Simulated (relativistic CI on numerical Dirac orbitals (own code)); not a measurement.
# One change at a time: I XXXV

Base calculation: Dirac-Coulomb-Breit CI, KLI orbitals optimised for each configuration, model QED, unscaled Slater integrals.

Configuration list (outside the closed core [Ne]): 3s²3p⁶3d, 3s²3p⁵3d², 3s3p⁶3d², 3s²3p⁶4s, 3s²3p⁶4p, 3s²3p⁶4d, 3s²3p⁵3d4s, 3s²3p⁶4f, 3s²3p⁵3d4p, 3p⁶3d³, 3p⁵3d⁴, 3p⁵3d³4s. Double excitations out of closed p, d and f shells are left out; levels of such configurations are missing from the list, as are those of other unlisted configurations, and high levels can miss mixing partners. These lack a partner that the ground configuration has and come out too high: 3s²3p⁵3d4p.

The lowest level and the first level of each name with at least 55 % of one term (blank where a level has no safe partner in the second run):

```
            Level  Base (eV)  Shift (eV)
   3s²3p⁶3d ²D3/2      0.000       0.000
   3s²3p⁶3d ²D5/2     15.354     -15.354
 3s²3p⁵3d² ⁴D°1/2    159.013     -11.646
 3s²3p⁵3d² ⁴D°3/2    160.271     -12.903
 3s²3p⁵3d² ⁴G°9/2    176.881     -21.839
3s²3p⁵3d² ⁴G°11/2    182.097     -27.056
3s²3p⁵3d² ²H°11/2    195.763     -25.734
 3s²3p⁵3d² ²G°9/2    203.697     -35.498
 3s²3p⁵3d² ²P°1/2    204.687     -37.845
 3s²3p⁵3d² ²F°5/2    208.567     -45.641
   3s3p⁶3d² ⁴F3/2    367.265     -85.611
   3s3p⁶3d² ⁴F5/2    371.628     -89.974
   3s3p⁶3d² ⁴F7/2    381.215     -99.562
   3s3p⁶3d² ⁴P1/2    383.119     -91.592
   3s3p⁶3d² ⁴F9/2    388.623    -106.969
   3s3p⁶3d² ⁴P3/2    389.646     -98.119
   3s3p⁶3d² ²F5/2    395.919            
   3s3p⁶3d² ²D3/2    398.123    -101.508
   3s3p⁶3d² ²G7/2    399.430            
   3s3p⁶3d² ²G9/2    404.956    -103.870
   3s3p⁶3d² ²P1/2    406.362     -96.325
   3s3p⁶3d² ²D5/2    408.371
```

At this charge energies of transitions that change n are usually good to better than 1 %, and those within a shell (Δn = 0) to a few per cent.

One thing was changed in a second run, which moved the levels as shown. Which?
A. P86 correlation estimate
B. QED terms removed
C. Breit term removed
D. configuration mixing switched off
E. non-relativistic limit

E. Non-relativistic limit. Without relativity the fine structure collapses and s electrons lose their extra binding.

LS names give the leading component of a level, which can be under half, so a name can repeat, a term be missing and a line seem to break the LS rules.
